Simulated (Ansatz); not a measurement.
AlCl3, relaxed as a singlet with RKS PBE-D4/def2-TZVP in Ansatz, starting from the GFN2-xTB geometry. Force threshold 0.02 eV/Å.

Start:

```xyz
4

Al    0.000    0.000    0.000
Cl   -0.507   -1.809    0.768
Cl    1.409    1.134    0.921
Cl   -0.901    0.675   -1.689
```

```json
{"step": "1", "energy (eV)": "-44153.0386", "largest force component (eV/Å)": "1.086", "SCF passes": "14"}
{"step": "2", "energy (eV)": "-44153.1219", "largest force component (eV/Å)": "0.107", "SCF passes": "17"}
{"step": "3", "energy (eV)": "-44153.1229", "largest force component (eV/Å)": "0.016", "SCF passes": "19"}
```

Force components are those of the run's own axes.

End:

Cartesian coordinates in Å:
```
Al 0.000 0.000 0.000
Cl -0.521 -1.858 0.788
Cl 1.447 1.165 0.946
Cl -0.926 0.693 -1.734
```

By distances, no bond broke or formed. The bond that changes most is Al1–Cl4, from 2.03 to 2.08 Å (atoms count from 1).

No frequencies were taken in this run, so the end may be a saddle point.

It took 1.9 s on 4 threads of Arm Neoverse V2 on a shared host.
